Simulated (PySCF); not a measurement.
# What a mistake does to a calculation on AlB2CH6 cation

Calculated results; nothing here was measured. They come from PySCF 2.14.0, an open-source quantum chemistry program, on an isolated molecule that a program drew, which may never have been made. The molecule is AlB2CH6 cation (charge +1, singlet), drawn as the SMILES string `CB[BH][AlH+]`.

Each row is a Hartree-Fock (HF) and frozen-core CCSD(T) single point in the cc-pV(D+d)Z basis, meant for a local HF minimum. Run 1 is clean. Each other run has one planted mistake out of seven kinds, and not every kind appears here: one electron removed, one electron added, multiplicity raised by two, geometry at a saddle point, minimal basis STO-3G, one bond length entered in bohr, all coordinates scaled. The reference is restricted for singlets and unrestricted otherwise, and also for a bond in bohr. Adding or removing an electron swaps singlet and doublet. Electrons count all cores. HOMO and LUMO are orbital energies over both spins, the gradient is its largest component, and the lowest frequency (negative if imaginary) is given only where the gradient is small. Bond lengths are over the 9 bonds as drawn. T1 is the CCSD diagnostic: over 0.02 (restricted) or 0.045 (unrestricted) a single reference is doubtful.

Geometry of the clean run:
```xyz
10
AlB2CH6 cation, angstrom
C     1.2201    0.4430    0.9113
B     1.1257   -0.2113   -0.5136
B     0.3092   -1.6361   -0.9013
Al    1.3051   -3.5582   -0.9672
H     2.2450    0.7582    1.1289
H     0.6338    1.3711    0.8644
H     0.8395   -0.1488    1.7442
H     1.6537    0.3286   -1.4528
H    -0.8409   -1.7165   -1.2218
H     2.0196   -4.9371   -1.0129
```

```
run  electrons  basis functions  <S^2>  HOMO (eV)  LUMO (eV)  gradient (hartree/bohr)  lowest frequency (cm^-1)  mean bond (Å)  longest bond (Å)      T1  HF (hartree)  CCSD(T) (hartree)                     mistake
  1         34               95  0.000     -15.37      -5.21                  1.7e-05                        77         1.4069             2.166  0.0148    -332.34742         -332.75895                    no fault
  2         34               95  2.037     -12.63      -6.95                  4.9e-02                         -         1.4069             2.166  0.0286    -332.25383         -332.66435  multiplicity raised by two
  3         34               30  0.000     -14.05      -0.42                  3.1e-02                         -         1.4069             2.166  0.0102    -328.45785         -328.65405        minimal basis STO-3G
  4         34               95  0.729     -14.56      -5.37                  1.9e-02                         -         1.5252             2.261  0.0592    -332.23301         -332.64301                           ?
  5         33               95  0.771     -22.27     -12.83                  7.6e-02                         -         1.4069             2.166  0.0238    -331.82888         -332.21976                           ?
```

**Which mistake was planted in run 4, and what did it cost?**

The mean bond changes by a factor of 1.084 and the longest by 1.044, so the molecule wasn't scaled as a whole. A length L in bohr read as angstrom grows by (1/0.5292 - 1) L = 0.890 L. The 9 bonds together grew by 9 x 0.1183 = 1.065 Å, which gives L = 1.197 Å. That is the length of one of the B-H bonds, 1.197 Å in the clean geometry. So the mistake is: one bond length entered in bohr. Subtracting run 1 and multiplying by 627.51 kcal/mol a hartree, the energy moved by 71.8 kcal/mol in HF and 72.8 kcal/mol in CCSD(T).

**Which mistake was planted in run 5, and what did it cost?**

It counts 33 electrons, one fewer than the clean run, at the same geometry and basis. So the mistake is: one electron removed. Subtracting run 1 and multiplying by 627.51 kcal/mol a hartree, the energy moved by 325.4 kcal/mol in HF and 338.3 kcal/mol in CCSD(T).

Cautions from the logs. Run 4: T1 is over the limit, so its CCSD(T) energy is less reliable.
